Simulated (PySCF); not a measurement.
The multiplicity is imposed and other spin states were not computed.

**[Cd(OCH3)(CH3)] (charge 0, multiplicity 1)**

The numbers are results of PySCF with PBE-D3(BJ)/def2-TZVP // r2SCAN-D4/def2-SVP, not measurements.

```yaml
HOMO: -5.29 eV
dipole_moment: 1.99 D
LUMO: -1.35 eV
HOMO–LUMO gap: 3.94 eV
charge on the central atom (Mulliken): 0.64 e
total_energy: -322.6708 Ha
cost: around 60 core-seconds (rough)
```

```xyz
10

Cd    -0.0660     0.0989     0.0588
O      0.1953    -1.5480     1.1204
C     -0.5001    -1.8763     2.2840
H     -0.3633    -1.1474     3.1133
H     -0.1369    -2.8514     2.6652
H     -1.5972    -1.9889     2.1370
C     -0.2145     1.7778    -1.1705
H     -0.4006     2.6748    -0.5618
H     -1.0426     1.6546    -1.8839
H      0.7214     1.9191    -1.7317
```
